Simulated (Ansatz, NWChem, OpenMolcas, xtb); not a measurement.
# Redistribution: CH2BrCl + CHClF2 → CH2ClF + CHBrClF

Species: CH2BrCl (bromochloromethane) `ClCBr`, singlet; CHClF2 (difluorochloromethane) `FC(F)Cl`, singlet; CH2ClF (chlorofluoromethane) `FCCl`, singlet; CHBrClF (bromochlorofluoromethane) `FC(Cl)Br`, singlet. The partners trade Br for F; both sit on C, so the bond types are kept.

Shapes, held fixed at every level: PBE0-D4/def2-TZVP. Programs: Ansatz 0.2.0, NWChem 7.3.0, OpenMolcas 26.06, xtb 6.7.1. A level may come from different programs for different species; with the same settings they agree closely. The zero-point and thermal change to 298 K, harmonic and unscaled (PBE0-D4/def2-TZVP), is 0.0 kJ/mol.

**The experiment to reproduce.** Tabulated heats of formation (Active Thermochemical Tables): CH2BrCl -44.7; CHClF2 -482.8; CH2ClF -263.7; CHBrClF -231.8 kJ/mol, which give ΔH(298 K) = +32.0 kJ/mol.

```csv
level,kind,ΔH (kJ/mol),computed − measured
GFN0-xTB,semi-empirical,+11.9,-20.1
B3LYP/6-31G* (spherical functions),global hybrid,+39.9,+7.9
r2SCAN0-D4/def2-TZVPP,global hybrid,+36.2,+4.2
wB97M-V/def2-TZVPP,range-separated hybrid,+34.3,+2.3
wB97X-V/def2-TZVPP,range-separated hybrid,+34.1,+2.1
MP2/def2-TZVPP,perturbation theory,+36.6,+4.6
CCSD/def2-SVP,coupled cluster or CI,+42.5,+10.5
CCSD(T)/def2-TZVPP,coupled cluster or CI,+35.9,+3.9
```

Nearest: wB97X-V/def2-TZVPP (+2.1); farthest: GFN0-xTB (-20.1). 6 of 8 levels lie within 10 kJ/mol. Relativity is left out for Br. Outer-core shells of Br are correlated, in sets that cover them unevenly.
